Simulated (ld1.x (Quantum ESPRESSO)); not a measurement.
# What one change does to a pseudopotential (S (Z = 16), TM)

```json
{
  "Element": "S",
  "Generator": "ld1.x (Quantum ESPRESSO) 7.5",
  "Type": "norm-conserving Troullier–Martins (Kleinman–Bylander form)",
  "Functional": "LDA (PZ)",
  "Relativity": "scalar-relativistic",
  "Frozen core": "[Ne]",
  "Valence charge": "6",
  "Reference configuration": "3s2 3p4",
  "Partial waves": "3s (bound): rc 1.45 bohr; 3p (bound): rc 1.30 bohr; 3d channel at 0.45 Ry: rc 1.55 bohr",
  "Local potential": "the d channel",
  "Core correction": "none"
}
```

All-electron outer shells of the reference configuration (LDA (PZ), scalar-relativistic, ld1.x):

```
shell  level (eV)  outermost node (bohr)  outermost maximum (bohr)
   2s     -210.79                   0.13                      0.39
   2p     -156.52                      –                      0.33
   3s      -17.28                   0.60                      1.40
   3p       -7.11                   0.58                      1.59
```

Change: local potential all-electron potential smoothed inside 1.40 bohr (lloc = -2).

Cutoffs: the cutoffs (Ry, on a coarse ladder) from which the occupation-weighted sum of valence levels, in a spherical-Bessel basis at the reference potential, stays within 10 and 1 mRy of its value at 400 Ry; they do not see the model core or the augmentation charge, which bear on the density cutoff. Errors are all-electron minus pseudo energies relative to the spin-unpolarised reference configuration.

Q: What does the change do?

A: The potential gets neither clearly harder nor softer (50 Ry and 90 Ry → 50 Ry and 100 Ry); of the 9 tests that both files solve, the error grows in 0 and shrinks in 3 by more than 15 % and 0.3 meV (median size 14.3 → 12.5 meV); the range in which the s phases agree widens (upper end 1.5 → 3.7); neither file shows a bound ghost.

```csv
quantity,base,changed
"cutoff, loose",50 Ry,50 Ry
"cutoff, tight",90 Ry,100 Ry
bound ghosts,none,none
"error for 3s2 3p3, meV [ΔE 11.86 eV]",+5.9,+4.8
"error for 3s2 3p2, meV [ΔE 34.24 eV]",+43,+36
"error for 3s2 3p1, meV [ΔE 68.39 eV]",+159,+133
"error for 3s2 3p3.5, meV [ΔE 4.71 eV]",+0.9,+0.7
"error for 3s0 3p6, meV [ΔE 20.61 eV]",+12,+12
"error for 3s1 3p5, meV [ΔE 10.24 eV]",+2.8,+2.6
"error for 3s1 3p4, meV [ΔE 22.66 eV]",+14,+13
"error for 3s2 3p4 (spin-polarised), meV [ΔE -0.71 eV]",+61,+61
"error for 3s2 3p3 (spin-polarised), meV [ΔE 9.90 eV]",+198,+197
s: phases at 1.71 bohr within 0.05 rad from the reference energy up to (Ry; the scan ends near 5),1.5,3.7
p: phases at 1.71 bohr within 0.05 rad from the reference energy up to (Ry; the scan ends near 5),4.6,to the end of the scan
d: phases at 1.71 bohr within 0.05 rad from the reference energy up to (Ry; the scan ends near 5),to the end of the scan,to the end of the scan
```
